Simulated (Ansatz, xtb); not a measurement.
**Relaxing a trial structure of Cl2GaNSi**

The starting geometry of this gas-phase singlet was built from a drawn formula by distance geometry; its bonds are those of `Cl[Si]1=[N][Ga]1[Cl]`.

```xyz
5

Cl   -1.5621    3.1705    0.3252
Cl    1.7754   -1.9031    3.4692
Ga   -0.0348   -0.7528    2.2265
N     0.6218    0.6822    1.3530
Si   -0.7834    1.3995    1.1896
```

Question: Where would you expect an optimisation with r2SCAN-D4/def2-SVP to take it?

Answer: A bond breaks, giving a structure given below by its coordinates. Distances that change by over a tenth: Cl2–Ga3 (2.48 → 2.10 Å). Contacts that open: Ga3–Si5 (2.50 → 3.11 Å).

The energy falls by 1.68 eV over 16 steps:

```tsv
step	E − E(last) (eV)
1	1.676
3	0.430
4	0.289
6	0.166
8	0.127
9	0.076
11	0.032
13	0.005
14	0.001
16	0.000
```

Final geometry (Å):

```tsv
atom	x (Å)	y (Å)	z (Å)
Cl	-1.0843	2.9768	-0.0465
Cl	1.7120	-2.1659	3.2423
Ga	0.6727	-0.5765	2.3556
N	0.0875	0.7284	1.4262
Si	-1.3710	1.6335	1.5860
```

From the same start GFN2-xTB ends elsewhere, in pieces: ClNSi + ClGa.

The end wasn't checked by frequencies. Run with Ansatz 0.2.0, 47 s on 1 thread of Intel(R) Xeon(R) Platinum 8488C (Sapphire Rapids), on a shared host.
